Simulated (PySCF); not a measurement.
FeO₂, SMILES [Fe](=[O])=[O] (connectivity only; charge and spin as stated), neutral, multiplicity 5.

Geometry: PBE0-D3(BJ)/def2-TZVP. The spin state was assumed, not searched.

Computed with TDA-PBE/def2-TZVPD (PySCF).

Vertical excitations. Isolated molecule, no solvent.

```
state    energy (eV)  λ (nm)      f                                main pairs
-------  -----------  ------  -----  ----------------------------------------
root 1          1.45     854  0.000                          α HOMO→LUMO 98 %
root 2          1.69     735  0.000      α HOMO−1→LUMO 35 %, β HOMO→LUMO 65 %
root 3          1.87     664  0.000                       β HOMO→LUMO+1 100 %
root 4          1.88     658  0.000      α HOMO−1→LUMO 64 %, β HOMO→LUMO 35 %
root 5          2.54     488  0.001                        β HOMO−1→LUMO 96 %
root 6          2.71     458  0.003    α HOMO−4→LUMO 15 %, β HOMO→LUMO+2 80 %
root 7          2.80     443  0.000  β HOMO−1→LUMO+1 62 %, β HOMO−3→LUMO 34 %
root 8          2.90     428  0.000    α HOMO−2→LUMO 71 %, β HOMO−2→LUMO 27 %
root 9          3.04     407  0.000    α HOMO−3→LUMO 82 %, β HOMO→LUMO+4 12 %
root 10         3.26     381  0.000    α HOMO−2→LUMO 26 %, β HOMO−2→LUMO 70 %
```
Unrestricted roots are not spin-pure.
